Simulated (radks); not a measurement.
Q: Species: the strontium ion Sr4+. Configuration: [Ar] 3d10 4s2 4p4 (the NIST ground configuration). All-electron calculation, Dirac Kohn-Sham, PBE, spin-unpolarised, spherical densities, point nucleus; open shells fill j = l - 1/2 first. Program: a radial shooting solver on a logarithmic mesh with Libxc functionals. Some entries of the table are withheld. Estimate them.

orbital,occ.,eigenvalue (eV),<r^2> (bohr^2),<r> (bohr)
1s1/2,2,-15979.93,0.002067,0.03916
2s1/2,2,-2205.068,0.03501,0.1722
2p1/2,2,-2011.124,(1),0.1475
2p3/2,4,-1942.699,(2),0.1516
3s1/2,2,-381.1861,0.2774,0.4915
3p1/2,2,-310.7242,0.2813,0.4908
3p3/2,4,-300.2133,0.2931,0.5011
3d3/2,4,-176.5511,0.2976,(3)
3d5/2,6,-174.7117,0.3019,(4)
4s1/2,2,-84.0277,1.904,(5)
4p1/2,2,-65.4795,2.314,1.427
4p3/2,2,-64.0828,2.394,1.452

A: 
(1) 2p1/2 <r^2> (bohr^2): 0.02669
(2) 2p3/2 <r^2> (bohr^2): 0.02809
(3) 3d3/2 <r> (bohr): 0.4944
(4) 3d5/2 <r> (bohr): 0.4980
(5) 4s1/2 <r> (bohr): 1.299
